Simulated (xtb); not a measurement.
xtb input file for Ga(OH)3 (GaH₃O₃), SMILES [OH][Ga]([OH])[OH], GFN2-xTB. 

```
$ xtb mol.xyz --gfn 2 --sp --chrg 0 --uhf 0 --json
$ cat mol.xyz
7

Ga     0.00000000    -0.00000000    -0.00000000
O     -1.73759717    -0.05045034     0.00000000
H     -2.19187093     0.79157620    -0.00000000
O      0.82510731     1.53002847     0.00000000
H      1.78146057     1.50242781     0.00000000
O      0.91248986    -1.47957812     0.00000000
H      0.41041036    -2.29400401    -0.00000000
```

Log of the run:

```
[banner left out]
          |                Calculation Setup                |
           -------------------------------------------------



           -------------------------------------------------
          |                 G F N 2 - x T B                 |
           -------------------------------------------------

        Reference                      10.1021/acs.jctc.8b01176
      * Hamiltonian:
        H0-scaling (s, p, d)           1.850000    2.230000    2.230000
        zeta-weighting                 0.500000
      * Dispersion:
        s8                             2.700000
        a1                             0.520000
        a2                             5.000000
        s9                             5.000000
      * Repulsion:
        kExp                           1.500000    1.000000
        rExp                           1.000000
      * Coulomb:
        alpha                          2.000000
        third order                    shell-resolved
        anisotropic                    true
        a3                             3.000000
        a5                             4.000000
        cn-shift                       1.200000
        cn-exp                         4.000000
        max-rad                        5.000000


          ...................................................
          :                      SETUP                      :
          :.................................................:
          :  # basis functions                  25          :
          :  # atomic orbitals                  24          :
          :  # shells                           12          :
          :  # electrons                        24          :
          :  max. iterations                   250          :
          :  Hamiltonian                  GFN2-xTB          :
          :  restarted?                      false          :
          :  GBSA solvation                  false          :
          :  PC potential                    false          :
          :  electronic temp.          300.0000000     K    :
          :  accuracy                    1.0000000          :
          :  -> integral cutoff          0.2500000E+02      :
          :  -> integral neglect         0.1000000E-07      :
          :  -> SCF convergence          0.1000000E-05 Eh   :
          :  -> wf. convergence          0.1000000E-03 e    :
          :  Broyden damping             0.4000000          :
          :  net charge                          0          :
          :  unpaired electrons                  0          :
          ...................................................

 iter      E             dE          RMSdq      gap      omega  full diag
   1    -15.0840963 -0.150841E+02  0.125E+01    5.20       0.0  T
   2    -15.0866044 -0.250806E-02  0.706E+00    5.08       1.0  T
   3    -15.0872252 -0.620837E-03  0.112E+00    5.05       1.0  T
   4    -15.0874286 -0.203350E-03  0.409E-01    5.11       1.0  T
   5    -15.0873510  0.775931E-04  0.250E-01    5.07       1.0  T
   6    -15.0874383 -0.872765E-04  0.713E-02    5.10       1.0  T
   7    -15.0874446 -0.634837E-05  0.194E-02    5.10       2.0  T
   8    -15.0874448 -0.159796E-06  0.383E-03    5.11       9.9  T
   9    -15.0874448 -0.165494E-07  0.146E-03    5.11      25.8  T
  10    -15.0874448 -0.101366E-08  0.449E-04    5.11      84.2  T
  11    -15.0874448 -0.290058E-09  0.507E-06    5.11    7453.4  T

   *** convergence criteria satisfied after 11 iterations ***

         #    Occupation            Energy/Eh            Energy/eV
      -------------------------------------------------------------
         1        2.0000           -0.7069405             -19.2368
       ...           ...                  ...                  ...
         6        2.0000           -0.5750347             -15.6475
         7        2.0000           -0.5235607             -14.2468
         8        2.0000           -0.4899557             -13.3324
         9        2.0000           -0.4865790             -13.2405
        10        2.0000           -0.4865790             -13.2405
        11        2.0000           -0.4823495             -13.1254
        12        2.0000           -0.4823495             -13.1254 (HOMO)
        13                         -0.2947212              -8.0198 (LUMO)
        14                         -0.0774104              -2.1064
        15                          0.0563035               1.5321
        16                          0.0758456               2.0639
        17                          0.0758456               2.0639
       ...                                ...                  ...
        24                          0.9779672              26.6118
      -------------------------------------------------------------
                  HL-Gap            0.1876283 Eh            5.1056 eV
             Fermi-level           -0.3885354 Eh          -10.5726 eV

 SCC (total)                   0 d,  0 h,  0 min,  0.009 sec
 SCC setup                      ...        0 min,  0.000 sec (  2.795%)
 Dispersion                     ...        0 min,  0.000 sec (  0.822%)
 classical contributions        ...        0 min,  0.000 sec (  0.429%)
 integral evaluation            ...        0 min,  0.001 sec ( 14.723%)
 iterations                     ...        0 min,  0.005 sec ( 55.474%)
 molecular gradient             ...        0 min,  0.002 sec ( 22.748%)
 printout                       ...        0 min,  0.000 sec (  2.620%)

         :::::::::::::::::::::::::::::::::::::::::::::::::::::
         ::                     SUMMARY                     ::
         :::::::::::::::::::::::::::::::::::::::::::::::::::::
         :: total energy             -15.020405493610 Eh    ::
         :: gradient norm              0.000151973954 Eh/a0 ::
         :: HOMO-LUMO gap              5.105626101385 eV    ::
         ::.................................................::
         :: SCC energy               -15.087443068229 Eh    ::
         :: -> isotropic ES            0.093550911636 Eh    ::
         :: -> anisotropic ES         -0.004853644272 Eh    ::
         :: -> anisotropic XC         -0.001472832153 Eh    ::
         :: -> dispersion             -0.002568260550 Eh    ::
         :: repulsion energy           0.067037574619 Eh    ::
         :: add. restraining           0.000000000000 Eh    ::
         :: total charge              -0.000000000000 e     ::
         :::::::::::::::::::::::::::::::::::::::::::::::::::::

           -------------------------------------------------
          |                Property Printout                |
           -------------------------------------------------

    * Orbital Energies and Occupations

         #    Occupation            Energy/Eh            Energy/eV
      -------------------------------------------------------------
         1        2.0000           -0.7069405             -19.2368
         2        2.0000           -0.6922317             -18.8366
         3        2.0000           -0.6922317             -18.8366
         4        2.0000           -0.6188959             -16.8410
         5        2.0000           -0.5750347             -15.6475
         6        2.0000           -0.5750347             -15.6475
         7        2.0000           -0.5235607             -14.2468
         8        2.0000           -0.4899557             -13.3324
         9        2.0000           -0.4865790             -13.2405
        10        2.0000           -0.4865790             -13.2405
        11        2.0000           -0.4823495             -13.1254
        12        2.0000           -0.4823495             -13.1254 (HOMO)
        13                         -0.2947212              -8.0198 (LUMO)
Note: The following floating-point exceptions are signalling: IEEE_UNDERFLOW_FLAG IEEE_DENORMAL
normal termination of xtb
        14                         -0.0774104              -2.1064
        15                          0.0563035               1.5321
        16                          0.0758456               2.0639
        17                          0.0758456               2.0639
        18                          0.0799327               2.1751
        19                          0.0799327               2.1751
        20                          0.1903390               5.1794
        21                          0.1903390               5.1794
        22                          0.4845942              13.1865
        23                          0.9779672              26.6118
        24                          0.9779672              26.6118
      -------------------------------------------------------------
                  HL-Gap            0.1876283 Eh            5.1056 eV
             Fermi-level           -0.3885354 Eh          -10.5726 eV

     #   Z          covCN         q      C6AA      α(0)
     1  31 Ga       2.305     0.204   213.555    32.772
     2   8 O        1.563    -0.411    21.132     6.202
     3   1 H        0.816     0.343     0.602     1.218
     4   8 O        1.563    -0.411    21.132     6.202
     5   1 H        0.816     0.343     0.602     1.218
     6   8 O        1.563    -0.411    21.132     6.202
     7   1 H        0.816     0.343     0.602     1.218

 Mol. C6AA /au·bohr⁶  :        900.564236
 Mol. C8AA /au·bohr⁸  :      48598.771461
 Mol. α(0) /au        :         55.033162


Wiberg/Mayer (AO) data.
largest (>0.10) Wiberg bond orders for each atom

 ---------------------------------------------------------------------------
     #   Z sym  total        # sym  WBO       # sym  WBO       # sym  WBO
 ---------------------------------------------------------------------------
     1  31 Ga   3.763 --     6 O    1.226     2 O    1.226     4 O    1.226
     2   8 O    2.304 --     1 Ga   1.226     3 H    0.847     4 O    0.112
                             6 O    0.112
     3   1 H    0.882 --     2 O    0.847
     4   8 O    2.304 --     1 Ga   1.226     5 H    0.847     2 O    0.112
                             6 O    0.112
     5   1 H    0.882 --     4 O    0.847
     6   8 O    2.304 --     1 Ga   1.226     7 H    0.847     4 O    0.112
                             2 O    0.112
     7   1 H    0.882 --     6 O    0.847
 ---------------------------------------------------------------------------

Topologies differ in total number of bonds
Writing topology from bond orders to xtbtopo.mol

molecular dipole:
                 x           y           z       tot (Debye)
 q only:        0.000      -0.000       0.000
   full:       -0.000      -0.000      -0.000       0.000
molecular quadrupole (traceless):
                xx          xy          yy          xz          yz          zz
 q only:        1.665       0.000       1.665       0.000       0.000      -3.330
  q+dip:        1.540       0.000       1.540      -0.000      -0.000      -3.079
   full:        0.606       0.000       0.606      -0.000      -0.000      -1.213


           -------------------------------------------------
          | TOTAL ENERGY              -15.020405493610 Eh   |
          | GRADIENT NORM               0.000151973954 Eh/α |
          | HOMO-LUMO GAP               5.105626101385 eV   |
           -------------------------------------------------

------------------------------------------------------------------------
------------------------------------------------------------------------
 total:
 SCF:
```

Self-consistency was reached.

Cost: roughly 0.09 core-seconds.
